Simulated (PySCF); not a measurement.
**Computed vibrations of PrH3(H2O)**

PrH3(H2O) (singlet in the valence; each metal's 4f electrons, 2 of them, lie in its core potential, out of spins and levels). PySCF 2.14.0, RKS PBE0, Pr lcecp-1-SVP with ECP48, H def2-SVP, O def2-SVP; non-relativistic Hamiltonian with scalar-relativistic core potentials where named; density fitting; no spin-orbit coupling. Central differences of gradients.

```xyz
7

Pr    0.1422   -0.1316    0.1877
H     1.5629    0.9851    1.2533
H    -0.8024   -1.6748    1.2444
H     0.5279   -0.4658   -1.9332
O    -1.2150    1.0765   -1.4449
H    -1.2972    1.9483   -1.8481
H    -0.5849    0.5194   -2.0306
```

Run from Python with OMP_NUM_THREADS=2. Where DIIS fails, smearing, a level shift and second-order steps follow.
It took 72 s on 2 threads of Arm Neoverse V2 (shared host).

(1) What are the harmonic wavenumbers and infrared intensities?

(2) Is this a minimum?

An lcecp potential fixes the number of 4f electrons, so in runs with it no electron can move into or out of that shell.

## Answers

(1) Negative numbers are unstable modes, those under 60 cm⁻¹ near the noise; a finer grid moves soft modes by up to 10 cm⁻¹.
```
cm⁻¹  km/mol  symmetry
 182   184.6          
 212   158.1          
 286    78.6          
 301   178.4          
 436    61.7          
 542   303.9          
 558   636.3          
 704   288.9          
 967    86.8          
1264   665.8          
1367  1094.0          
1410   309.7          
1593   114.0          
2827   643.4          
3909   171.5
```

(2) Yes. Ideal gas at 298.15 K and 1 bar: S = 319.5 J/(mol K), Cp = 85.2 J/(mol K), H − H(0 K) = 17.3 kJ/mol (rigid rotor, harmonic modes, spin degeneracy alone, that of the 4f electrons in the core included).
